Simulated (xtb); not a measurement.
F$_{5}$Mo (SMILES [F][Mo]([F])([F])([F])[F]), doublet, from a rough starting geometry (GFN-xTB shapes and energies of metal compounds can be far from the true ones) (the multiplicity is a formal guess); xtb 6.7.1 with GFN2-xTB.

Here is a job for xtb.
```
$ xtb mol.xyz --gfn 2 --uhf 1 --opt vtight --json

# file mol.xyz
6

Mo     0.04834930    -0.03116254     0.14656773
F      0.50545187    -0.44455732     1.78697321
F     -1.40224085     0.57549655    -0.84959529
F      0.99647812     1.38163347     0.34313289
F      0.68184538    -0.00529035    -1.59384850
F     -0.82077534    -1.51629580     0.19548948
```

Q: What does xtb print? Leave out banner, timings and long lists.

A: 
```
   ID    Z sym.   atoms
    1   42 Mo     1
    2    9 F      2-6

           -------------------------------------------------
          |                Calculation Setup                |
           -------------------------------------------------

           -------------------------------------------------
          |                 G F N 2 - x T B                 |
           -------------------------------------------------

          ...................................................
          :                      SETUP                      :
          :.................................................:
          :  # basis functions                  30          :
          :  # atomic orbitals                  29          :
          :  # shells                           13          :
          :  # electrons                        41          :
          :  max. iterations                   250          :
          :  Hamiltonian                  GFN2-xTB          :
          :  restarted?                      false          :
          :  GBSA solvation                  false          :
          :  PC potential                    false          :
          :  electronic temp.          300.0000000     K    :
          :  accuracy                    1.0000000          :
          :  -> integral cutoff          0.2500000E+02      :
          :  -> integral neglect         0.1000000E-07      :
          :  -> SCF convergence          0.1000000E-05 Eh   :
          :  -> wf. convergence          0.1000000E-03 e    :
          :  Broyden damping             0.4000000          :
          :  net charge                          0          :
          :  unpaired electrons                  1          :
          ...................................................

 iter      E             dE          RMSdq      gap      omega  full diag
   1    -25.9468443 -0.259468E+02  0.603E+00    1.78       0.0  T
   2    -25.9733082 -0.264640E-01  0.443E+00    1.37       1.0  T
   3    -25.9831283 -0.982005E-02  0.233E+00    1.41       1.0  T
   4    -25.9827104  0.417811E-03  0.899E-01    1.38       1.0  T
   5    -25.9840071 -0.129667E-02  0.318E-01    1.38       1.0  T
   6    -25.9840758 -0.686866E-04  0.110E-01    1.38       1.0  T
   7    -25.9840769 -0.109227E-05  0.265E-02    1.38       1.5  T
   8    -25.9840775 -0.600435E-06  0.243E-02    1.38       1.7  T
   9    -25.9840777 -0.201004E-06  0.958E-03    1.39       4.3  T
  10    -25.9840777  0.300358E-07  0.560E-03    1.39       7.3  T
  11    -25.9840777 -0.472764E-07  0.989E-04    1.39      41.3  T
  12    -25.9840777 -0.147743E-09  0.338E-04    1.39     120.7  T

   *** convergence criteria satisfied after 12 iterations ***

         :::::::::::::::::::::::::::::::::::::::::::::::::::::
         ::                     SUMMARY                     ::
         :::::::::::::::::::::::::::::::::::::::::::::::::::::
         :: total energy             -25.950734475196 Eh    ::
         :: gradient norm              0.011355667833 Eh/a0 ::
         :: HOMO-LUMO gap              1.385250695426 eV    ::
         ::.................................................::
         :: SCC energy               -25.984077116404 Eh    ::
         :: -> isotropic ES            0.131218711378 Eh    ::
         :: -> anisotropic ES         -0.001257583969 Eh    ::
         :: -> anisotropic XC         -0.000194284289 Eh    ::
         :: -> dispersion             -0.003413776556 Eh    ::
         :: repulsion energy           0.033342641208 Eh    ::
         :: add. restraining           0.000000000000 Eh    ::
         :: total charge              -0.000000000000 e     ::
         :::::::::::::::::::::::::::::::::::::::::::::::::::::

      -----------------------------------------------------------
     |                   =====================                   |
     |                        A N C O P T                        |
     |                   =====================                   |
     |               Approximate Normal Coordinate               |
     |                Rational Function Optimizer                |
      -----------------------------------------------------------
      -----------------------------------------------------------
     |                   =====================                   |
     |                        A N C O P T                        |
     |                   =====================                   |
     |               Approximate Normal Coordinate               |
     |                Rational Function Optimizer                |
      -----------------------------------------------------------

          ...................................................
          :                      SETUP                      :
          :.................................................:
          :   optimization level         verytight          :
          :   max. optcycles                   200          :
          :   ANC micro-cycles                  20          :
          :   degrees of freedom                12          :
          :.................................................:
          :   RF solver                   davidson          :
          :   write xtbopt.log                true          :
          :   linear?                        false          :
          :   energy convergence         0.1000000E-06 Eh   :
          :   grad. convergence          0.2000000E-03 Eh/α :
          :   maxmium RF displ.          1.0000000          :
          :   Hlow (freq-cutoff)         0.1000000E-01      :
          :   Hmax (freq-cutoff)         5.0000000          :
          :   S6 in model hess.         20.0000000          :
          ...................................................

generating ANC from exact Hessian ...
Using Lindh-Hessian (1995)
 Shifting diagonal of input Hessian by    0.0000000000000000
 Lowest  eigenvalues of input Hessian
[...]
 * total energy  :   -25.9507345 Eh     change       -0.2499974E-09 Eh
 * total energy  :   -25.9509694 Eh     change       -0.2349244E-03 Eh
 * total energy  :   -25.9510476 Eh     change       -0.7815901E-04 Eh
 * total energy  :   -25.9510720 Eh     change       -0.2439355E-04 Eh
 * total energy  :   -25.9510739 Eh     change       -0.1988408E-05 Eh
 * total energy  :   -25.9510755 Eh     change       -0.1542431E-05 Eh
 * total energy  :   -25.9510759 Eh     change       -0.4489115E-06 Eh
 * total energy  :   -25.9510763 Eh     change       -0.4168392E-06 Eh
 * total energy  :   -25.9510765 Eh     change       -0.1900510E-06 Eh
 * total energy  :   -25.9510766 Eh     change       -0.1386884E-07 Eh
   *** GEOMETRY OPTIMIZATION CONVERGED AFTER 10 ITERATIONS ***
[...]
          :  Broyden damping             0.4000000          :
          :  net charge                          0          :
          :  unpaired electrons                  1          :
          ...................................................

 iter      E             dE          RMSdq      gap      omega  full diag
   1    -25.9842044 -0.259842E+02  0.994E-05    1.31       0.0  T
   2    -25.9842044 -0.930811E-12  0.933E-05    1.31     437.7  T
   3    -25.9842044 -0.161648E-11  0.321E-05    1.31    1272.8  T

   *** convergence criteria satisfied after 3 iterations ***

         :::::::::::::::::::::::::::::::::::::::::::::::::::::
         ::                     SUMMARY                     ::
         :::::::::::::::::::::::::::::::::::::::::::::::::::::
         :: total energy             -25.951076552898 Eh    ::
         :: gradient norm              0.000030630744 Eh/a0 ::
         :: HOMO-LUMO gap              1.311894751535 eV    ::
         ::.................................................::
         :: SCC energy               -25.984203842163 Eh    ::
         :: -> isotropic ES            0.130951432792 Eh    ::
         :: -> anisotropic ES         -0.001271538972 Eh    ::
         :: -> anisotropic XC         -0.000165490501 Eh    ::
         :: -> dispersion             -0.003416352866 Eh    ::
         :: repulsion energy           0.033127289265 Eh    ::
         :: add. restraining           0.000000000000 Eh    ::
         :: total charge              -0.000000000000 e     ::
         :::::::::::::::::::::::::::::::::::::::::::::::::::::

           -------------------------------------------------
          |                Property Printout                |
           -------------------------------------------------

    * Orbital Energies and Occupations

         #    Occupation            Energy/Eh            Energy/eV
      -------------------------------------------------------------
         1        2.0000           -0.9187479             -25.0004
       ...           ...                  ...                  ...
         9        2.0000           -0.5934231             -16.1479
        10        2.0000           -0.5824732             -15.8499
        11        2.0000           -0.5775930             -15.7171
        12        2.0000           -0.5764887             -15.6871
        13        2.0000           -0.5759799             -15.6732
        14        2.0000           -0.5677770             -15.4500
        15        2.0000           -0.5621767             -15.2976
        16        2.0000           -0.5557499             -15.1227
        17        2.0000           -0.5512190             -14.9994
        18        2.0000           -0.5467428             -14.8776
        19        2.0000           -0.5412510             -14.7282
        20        2.0000           -0.5344555             -14.5433
        21        1.0000           -0.4247213             -11.5573 (HOMO)
        22                         -0.3765100             -10.2454 (LUMO)
        23                         -0.3462502              -9.4219
        24                         -0.2870351              -7.8106
        25                          0.0703423               1.9141
        26                          0.2137595               5.8167
        27                          0.2620848               7.1317
        28                          0.3627858               9.8719
        29                          0.4022111              10.9447
      -------------------------------------------------------------
                  HL-Gap            0.0482112 Eh            1.3119 eV
             Fermi-level           -0.4401020 Eh          -11.9758 eV

     #   Z          covCN         q      C6AA      α(0)
     1  42 Mo       3.679     1.382   320.875    42.811
     2   9 F        0.737    -0.290    12.215     4.128
     3   9 F        0.735    -0.287    12.177     4.121
     4   9 F        0.737    -0.259    11.872     4.069
     5   9 F        0.735    -0.287    12.177     4.121
     6   9 F        0.737    -0.259    11.872     4.069

 Mol. C6AA /au·bohr⁶  :       1157.478099
 Mol. C8AA /au·bohr⁸  :      65857.943422
 Mol. α(0) /au        :         63.319444

Wiberg/Mayer (AO) data.
largest (>0.10) Wiberg bond orders for each atom

 ---------------------------------------------------------------------------
     #   Z sym  total        # sym  WBO       # sym  WBO       # sym  WBO
 ---------------------------------------------------------------------------
     1  42 Mo   5.614 --     6 F    1.147     4 F    1.147     5 F    1.107
                             3 F    1.107     2 F    1.106
     2   9 F    1.244 --     1 Mo   1.106
     3   9 F    1.242 --     1 Mo   1.107
     4   9 F    1.296 --     1 Mo   1.147
     5   9 F    1.242 --     1 Mo   1.107
     6   9 F    1.296 --     1 Mo   1.147
 ---------------------------------------------------------------------------

Topologies differ in total number of bonds
Writing topology from bond orders to xtbtopo.mol

molecular dipole:
                 x           y           z       tot (Debye)
 q only:        0.138      -0.113       0.475
   full:        0.216      -0.177       0.741       2.011
molecular quadrupole (traceless):
                xx          xy          yy          xz          yz          zz
 q only:        1.232      -2.119       0.968      -1.764       1.576      -2.200
  q+dip:        1.227      -1.938       1.304      -1.829       1.689      -2.532
   full:        1.159      -1.727       1.303      -1.724       1.598      -2.463

optimized geometry written to: xtbopt.xyz

           -------------------------------------------------
          | TOTAL ENERGY              -25.951076552898 Eh   |
          | GRADIENT NORM               0.000030630744 Eh/α |
          | HOMO-LUMO GAP               1.311894751535 eV   |
           -------------------------------------------------

normal termination of xtb
```
